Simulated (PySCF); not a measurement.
## Spin states and ions at one geometry of Pb(CH3)F

PySCF 2.14.0, RKS B3LYP, Pb def2-SVP with ECP60, C def2-SVP, H def2-SVP, F def2-SVP; non-relativistic Hamiltonian with scalar-relativistic core potentials where named; density fitting; no spin-orbit coupling; singlets restricted, open shells unrestricted. The geometry is relaxed for charge 0, singlet, vacuum:

```xyz
6

Pb   -0.0199    0.0161   -0.2112
C     1.8921   -0.0015    1.1097
H     2.7848   -0.2423    0.5098
H     2.0237    0.9959    1.5637
H     1.7754   -0.7358    1.9226
F    -1.3429   -0.0364    1.3902
```

Energies count from the relaxed state; an electron taken off or put on is at rest in vacuum. Charges and spins are Mulliken's.

Problem. Order these states by energy, lowest first.
A. charge -1, doublet, vacuum
B. charge +1, doublet, vacuum
C. charge 0, triplet, vacuum
D. charge 0, singlet, vacuum

Solution. A (-0.50 eV), D (0.00 eV), C (2.31 eV), B (8.68 eV).

Problem. How do charge and spin on the first atom follow?

Solution. 
| state | spin squared | charge on Pb1 (e) | spin on Pb1 (e) | dipole about the centre of mass (D) |
| --- | --- | --- | --- | --- |
| charge 0, singlet, vacuum | 0.00 | 0.69 | 0.00 | 3.39 |
| charge 0, triplet, vacuum | 2.01 | 0.36 | 1.26 | 3.91 |
| charge +1, doublet, vacuum | 0.76 | 1.13 | 0.28 | 4.83 |
| charge -1, doublet, vacuum | 0.75 | -0.09 | 0.98 | 2.80 |

With an electron taken off (doublet) the charges change, summed by element, by Pb +0.43 e, C +0.11 e, H +0.34 e, F +0.11 e. The vertical ionisation energy is 8.68 eV, against −ε(HOMO) = 6.28 eV of the relaxed state. The level lies 2.4 eV too high, as is usual for semilocal functionals and global hybrids, which keep a self-interaction error.

With an electron put on (doublet) the charges change, summed by element, by Pb -0.78 e, C +0.06 e, H -0.20 e, F -0.08 e. The vertical electron affinity is 0.50 eV, against −ε(LUMO) = 2.71 eV of the relaxed state. The basis has no diffuse functions, which an added electron needs. The added electron's level lies above zero.

Open shells may have lower solutions than those found.

A frequency check found unstable modes (1, the lowest at -46 cm⁻¹), so the relaxed geometry is probably a saddle point.
